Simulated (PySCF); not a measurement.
**Correlation energy of Cl³⁺ (chlorine, charge +3)**

[Ne] 3s2 3p2, high-spin 3P determinant. Calculation: PySCF 2.14, in dyall-av3z (19s12p3d2f, 84 functions); scalar relativity by spin-free X2C-1e. Frozen: [Ne]; 4 electrons correlated; the 26 highest virtual orbitals of each spin left out.

```
  level  correlation energy (mhartree)
   CCSD                         -96.25
    (T)                          -2.03
CCSD(T)                         -98.28
```

Diagnostics: T1 = 0.0073, D1 = 0.0186, largest double amplitude 0.102.

Cost of the coupled-cluster step: of the order of 4 core-seconds, for 4 correlated electrons.

Iterations:

```
CC2 = 0
CCSD nocc = (np.int64(3), np.int64(1)), nmo = (53, 53)
frozen orbitals [[0, 1, 2, 3, 4, 58, 59, 60, 61, 62, 63, 64, 65, 66, 67, 68, 69, 70, 71, 72, 73, 74, 75, 76, 77, 78, 79, 80, 81, 82, 83], [0, 1, 2, 3, 4, 58, 59, 60, 61, 62, 63, 64, 65, 66, 67, 68, 69, 70, 71, 72, 73, 74, 75, 76, 77, 78, 79, 80, 81, 82, 83]]
max_cycle = 100
direct = 0
conv_tol = 1e-08
conv_tol_normt = 1e-06
diis_space = 8
diis_start_cycle = 0
Init t2, MP2 energy = -0.0741101204471642
Init E_corr(UCCSD) = -0.0741101204584573
cycle = 1  E_corr(UCCSD) = -0.0896296059512832  dE = -0.0155194855  norm(t1,t2) = 0.0432292
cycle = 2  E_corr(UCCSD) = -0.0938489638026281  dE = -0.00421935785  norm(t1,t2) = 0.0160527
cycle = 3  E_corr(UCCSD) = -0.0962629244744499  dE = -0.00241396067  norm(t1,t2) = 0.007042
cycle = 4  E_corr(UCCSD) = -0.0962392136035179  dE = 2.37108709e-05  norm(t1,t2) = 0.0010959
cycle = 5  E_corr(UCCSD) = -0.0962499691631587  dE = -1.07555596e-05  norm(t1,t2) = 0.00013909
cycle = 6  E_corr(UCCSD) = -0.0962471953724401  dE = 2.77379072e-06  norm(t1,t2) = 2.3761e-05
cycle = 7  E_corr(UCCSD) = -0.096248201053906  dE = -1.00568147e-06  norm(t1,t2) = 3.1436e-06
cycle = 8  E_corr(UCCSD) = -0.0962479786685955  dE = 2.2238531e-07  norm(t1,t2) = 6.33984e-07
cycle = 9  E_corr(UCCSD) = -0.0962479875668341  dE = -8.89823855e-09  norm(t1,t2) = 8.70187e-08
UCCSD converged
E(UCCSD) = -458.3062143755241  E_corr = -0.09624798756683406
UCCSD(T) correction = -0.0020344320813817
```
